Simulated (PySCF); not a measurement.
PySCF input for MgF₂, SMILES [F][Mg][F], ωB97X-D3(BJ)/def2-TZVP. 

```python
import numpy as np
from pyscf import gto, scf, dft
from pyscf.geomopt import geometric_solver

mol = gto.M(
    atom='''
    Mg   -0.00000000    0.00000000    0.42919971
    F    -0.00000000   -1.54938271   -0.28613314
    F     0.00000000    1.54938271   -0.28613314
    ''',
    basis='def2-TZVP',
    charge=0,
    spin=0,
    max_memory=1600,
    verbose=3,
)
mf = dft.RKS(mol, xc='wb97x-d3bj').density_fit(auxbasis='def2-universal-jkfit')
mf.grids.level = 3
mf.conv_tol = 1e-9
mf.max_cycle = 100
mf.kernel()
grad = mf.nuc_grad_method()
grad.grid_response = mol.nao <= 150
conv, mol_eq = geometric_solver.kernel(grad, convergence_set='GAU_TIGHT', maxsteps=100)
print(mol_eq.tostring(format='xyz'))
mf.reset(mol_eq)
mf.kernel()
```

Log of the run:

```
converged SCF energy = -399.997332606758
[banner and settings of the optimiser left out]
Geometry optimization cycle 1
Cartesian coordinates (Angstrom)
 Atom        New coordinates             dX        dY        dZ
  Mg   0.000000   0.000000   0.429200    0.000000  0.000000  0.000000
   F   0.000000  -1.549383  -0.286133    0.000000  0.000000  0.000000
   F   0.000000   1.549383  -0.286133    0.000000  0.000000  0.000000

WARN: Mole.unit (angstrom) is changed to Bohr

converged SCF energy = -399.997332606756
--------------- DFRKS_Scanner gradients ---------------
         x                y                z
0 Mg    -0.0000000000     0.0000000001     0.0015672493
1 F    -0.0000000000     0.0257686583    -0.0007836200
2 F     0.0000000000    -0.0257686624    -0.0007836228
----------------------------------------------
cycle 1: E = -399.997332607  dE = -399.997  norm(grad) = 0.0364929
Step    0 : Gradient = 2.107e-02/2.578e-02 (rms/max) Energy = -399.9973326068
Hessian Eigenvalues: 5.00000e-02 5.00000e-02 5.00000e-02 ... 2.50000e-01 3.51142e-01 3.51142e-01

Geometry optimization cycle 2
Cartesian coordinates (Angstrom)
 Atom        New coordinates             dX        dY        dZ
  Mg   0.000000   0.000000   0.359382    0.000000  0.000000 -0.069818
   F   0.000000  -1.630737  -0.251224    0.000000 -0.081354  0.034909
   F   0.000000   1.630737  -0.251224    0.000000  0.081355  0.034909
converged SCF energy = -400.004114881155
--------------- DFRKS_Scanner gradients ---------------
         x                y                z
0 Mg     0.0000000000    -0.0000000012     0.0127776607
1 F     0.0000000000     0.0085036930    -0.0063888282
2 F     0.0000000000    -0.0085036912    -0.0063888305
----------------------------------------------
cycle 2: E = -400.004114881  dE = -0.00678227  norm(grad) = 0.0197365
Step    1 : Displace = 8.276e-02/8.853e-02 (rms/max) Trust = 1.000e-01 (=) Grad = 1.139e-02/1.278e-02 (rms/max) E (change) = -400.0041148812 (-6.782e-03) Quality = 1.588
Hessian Eigenvalues: 5.00000e-02 5.00000e-02 5.00000e-02 ... 8.21793e-02 3.51142e-01 4.26492e-01

Geometry optimization cycle 3
Cartesian coordinates (Angstrom)
 Atom        New coordinates             dX        dY        dZ
  Mg  -0.000000   0.000000   0.196627   -0.000000 -0.000000 -0.162755
   F  -0.000000  -1.733477  -0.169847   -0.000000 -0.102740  0.081377
   F  -0.000000   1.733477  -0.169847   -0.000000  0.102740  0.081377
converged SCF energy = -400.010869694177
--------------- DFRKS_Scanner gradients ---------------
         x                y                z
0 Mg    -0.0000000000    -0.0000000002     0.0126457163
1 F     0.0000000000    -0.0061563643    -0.0063228588
2 F    -0.0000000000     0.0061563675    -0.0063228583
----------------------------------------------
cycle 3: E = -400.010869694  dE = -0.00675481  norm(grad) = 0.0177672
Step    2 : Displace = 1.424e-01/1.628e-01 (rms/max) Trust = 1.414e-01 (+) Grad = 1.026e-02/1.265e-02 (rms/max) E (change) = -400.0108696942 (-6.755e-03) Quality = 1.220
Hessian Eigenvalues: 5.00000e-02 5.00000e-02 5.00000e-02 ... 5.09244e-02 3.51142e-01 4.69917e-01

Geometry optimization cycle 4
Cartesian coordinates (Angstrom)
 Atom        New coordinates             dX        dY        dZ
  Mg  -0.000000  -0.000000   0.028086   -0.000000 -0.000000 -0.168541
   F  -0.000000  -1.774622  -0.085577   -0.000000 -0.041145  0.084271
   F  -0.000000   1.774622  -0.085576   -0.000000  0.041145  0.084271
converged SCF energy = -400.013736751702
--------------- DFRKS_Scanner gradients ---------------
         x                y                z
0 Mg    -0.0000000000     0.0000000016     0.0042672586
1 F     0.0000000000    -0.0098883287    -0.0021336297
2 F    -0.0000000000     0.0098883312    -0.0021336288
----------------------------------------------
cycle 4: E = -400.013736752  dE = -0.00286706  norm(grad) = 0.0149289
Step    3 : Displace = 1.238e-01/1.685e-01 (rms/max) Trust = 2.000e-01 (+) Grad = 8.619e-03/1.012e-02 (rms/max) E (change) = -400.0137367517 (-2.867e-03) Quality = 1.255
Updating Hessian using 2 steps from history
Hessian Eigenvalues: 3.98417e-02 5.00000e-02 5.00000e-02 ... 5.00000e-02 3.51142e-01 3.78421e-01

Geometry optimization cycle 5
Cartesian coordinates (Angstrom)
 Atom        New coordinates             dX        dY        dZ
  Mg  -0.000000  -0.000000  -0.041404   -0.000000 -0.000000 -0.069490
   F  -0.000000  -1.765339  -0.050832   -0.000000  0.009282  0.034745
   F  -0.000000   1.765339  -0.050831    0.000000 -0.009283  0.034745
converged SCF energy = -400.014421940863
--------------- DFRKS_Scanner gradients ---------------
         x                y                z
0 Mg     0.0000000000    -0.0000000002     0.0003019305
1 F    -0.0000000000    -0.0050181162    -0.0001509658
2 F     0.0000000000     0.0050181143    -0.0001509647
----------------------------------------------
cycle 5: E = -400.014421941  dE = -0.000685189  norm(grad) = 0.00710631
Step    4 : Displace = 4.972e-02/6.949e-02 (rms/max) Trust = 2.828e-01 (+) Grad = 4.103e-03/5.020e-03 (rms/max) E (change) = -400.0144219409 (-6.852e-04) Quality = 1.272
Hessian Eigenvalues: 4.27367e-02 5.00000e-02 5.00000e-02 ... 5.00000e-02 2.56802e-01 3.51142e-01

Geometry optimization cycle 6
Cartesian coordinates (Angstrom)
 Atom        New coordinates             dX        dY        dZ
  Mg  -0.000000  -0.000000  -0.047689   -0.000000  0.000000 -0.006285
   F  -0.000000  -1.754603  -0.047689   -0.000000  0.010736  0.003142
   F  -0.000000   1.754603  -0.047689   -0.000000 -0.010736  0.003142
converged SCF energy = -400.014538934859
--------------- DFRKS_Scanner gradients ---------------
         x                y                z
0 Mg    -0.0000000000     0.0000000010    -0.0000000048
1 F     0.0000000000    -0.0005858470     0.0000000024
2 F     0.0000000000     0.0005858495     0.0000000024
----------------------------------------------
cycle 6: E = -400.014538935  dE = -0.000116994  norm(grad) = 0.000828514
Step    5 : Displace = 9.828e-03/1.119e-02 (rms/max) Trust = 3.000e-01 (+) Grad = 4.783e-04/5.858e-04 (rms/max) E (change) = -400.0145389349 (-1.170e-04) Quality = 1.115
Hessian Eigenvalues: 4.46913e-02 5.00000e-02 5.00000e-02 ... 5.00000e-02 2.18841e-01 3.51142e-01

Geometry optimization cycle 7
Cartesian coordinates (Angstrom)
 Atom        New coordinates             dX        dY        dZ
  Mg  -0.000000  -0.000000  -0.047689   -0.000000 -0.000000 -0.000000
   F   0.000000  -1.753186  -0.047689    0.000000  0.001417 -0.000000
   F   0.000000   1.753186  -0.047689    0.000000 -0.001418  0.000000
converged SCF energy = -400.014540459254
--------------- DFRKS_Scanner gradients ---------------
         x                y                z
0 Mg    -0.0000000004     0.0000000014    -0.0000000003
1 F     0.0000000002     0.0000162069     0.0000000002
2 F     0.0000000002    -0.0000162050     0.0000000001
----------------------------------------------
cycle 7: E = -400.014540459  dE = -1.52439e-06  norm(grad) = 2.29187e-05
Step    6 : Displace = 1.157e-03/1.417e-03 (rms/max) Trust = 3.000e-01 (=) Grad = 1.323e-05/1.621e-05 (rms/max) E (change) = -400.0145404593 (-1.524e-06) Quality = 0.972
Hessian Eigenvalues: 4.46970e-02 5.00000e-02 5.00000e-02 ... 5.00000e-02 2.24758e-01 3.51142e-01

Geometry optimization cycle 8
Cartesian coordinates (Angstrom)
 Atom        New coordinates             dX        dY        dZ
  Mg  -0.000000  -0.000000  -0.047689    0.000000 -0.000000  0.000000
   F   0.000000  -1.753224  -0.047689   -0.000000 -0.000038 -0.000000
   F   0.000000   1.753224  -0.047689   -0.000000  0.000038  0.000000
converged SCF energy = -400.01454046039
--------------- DFRKS_Scanner gradients ---------------
         x                y                z
0 Mg    -0.0000000004     0.0000000011    -0.0000000000
1 F     0.0000000002    -0.0000002494     0.0000000001
2 F     0.0000000002     0.0000002383    -0.0000000000
----------------------------------------------
cycle 8: E = -400.01454046  dE = -1.13607e-09  norm(grad) = 3.44918e-07
Step    7 : Displace = 3.115e-05/3.816e-05 (rms/max) Trust = 3.000e-01 (=) Grad = 1.991e-07/2.494e-07 (rms/max) E (change) = -400.0145404604 (-1.136e-09) Quality = 0.972
Hessian Eigenvalues: 4.46970e-02 5.00000e-02 5.00000e-02 ... 5.00000e-02 2.24758e-01 3.51142e-01
Converged! =D

3
XYZ from PySCF
Mg         -0.00000001       -0.00000011       -0.04768902
F           0.00000000       -1.75322407       -0.04768924
F           0.00000000        1.75322386       -0.04768881
converged SCF energy = -400.014540460402
```

The run converged.

Cost: very roughly 30 core-seconds.
